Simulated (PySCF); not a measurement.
H2Al2F4O2, singlet (PBE0/def2-SVP optimised geometry):

```
10

Al     1.397     0.001     0.000
Al    -1.396     0.001     0.000
O      0.001     0.001     1.188
H      0.000     0.005     2.148
F      2.256    -1.417     0.005
F      2.252     1.420    -0.006
O      0.001     0.000    -1.188
H      0.001     0.007    -2.148
F     -2.249    -1.420     0.001
F     -2.256     1.417     0.000
```

Level of theory: PBE0/def2-TZVP (PySCF 2.14.0).

Task: What are the frontier orbital energies and the dipole moment?

Result: HOMO-2 -11.18 eV, HOMO-1 -10.96 eV, HOMO -10.95 eV, LUMO -1.00 eV, LUMO+1 0.07 eV; dipole moment 0.02 D.

On the same geometry PBE/def2-TZVP run with PySCF gives HOMO-2 -9.10 eV, HOMO-1 -8.99 eV, HOMO -8.91 eV, LUMO -1.88 eV, LUMO+1 -0.77 eV; dipole moment 0.02 D.

Meta-Löwdin charges at PBE0/def2-TZVP: Al1 1.43, Al2 1.43, O3 -0.73, H4 0.39, F5 -0.54, F6 -0.54, O7 -0.73, H8 0.39, F9 -0.54, F10 -0.54.
